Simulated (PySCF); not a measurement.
Compound: C4H9BO.
SMILES: `C#C[BH2-][O+](C)C`

Torsions of this conformer, `[CH:1]#[C:2][BH2-:3][O+:4]([CH3:5])[CH3:6]`: C2–B3–O4–C5 -63°.

The closed-shell ground state was solved at several levels (PySCF, density fitting, gas phase, non-relativistic). One conformer (not necessarily the lowest) at the GFN2-xTB geometry, without solvent, vibrations or thermal averaging.

```json
{"level": "B3LYP/pcJ-1", "basis functions": "252", "HOMO (eV)": "-6.81", "LUMO (eV)": "0.35", "gap (eV)": "7.16", "dipole (D)": "4.59"}
{"level": "B3LYP/def2-SVPD", "basis functions": "195", "HOMO (eV)": "-6.86", "LUMO (eV)": "0.12", "gap (eV)": "6.98", "dipole (D)": "4.40"}
```

Task: Estimate the row for PBE0/pcSseg-1, a basis of 147 functions; the other rows only guide the guess.

Result: HOMO -7.04 eV, LUMO 0.54 eV, gap 7.58 eV, dipole 4.63 D.

Task: Over all these levels, which gives the widest orbital gap and which the narrowest?

Result: PBE0/pcSseg-1 (global hybrid, 25 % exact exchange) has the widest, 7.58 eV, and B3LYP/def2-SVPD (global hybrid, 20 % exact exchange) the narrowest, 6.98 eV. Functional and basis both differ between the two, so the spread mixes both effects.

Task: How far do the dipole and the HOMO energy spread over the levels?

Result: The dipole runs from 4.40 to 4.63 D (mean 4.54 D) and the HOMO from -7.04 to -6.81 eV.
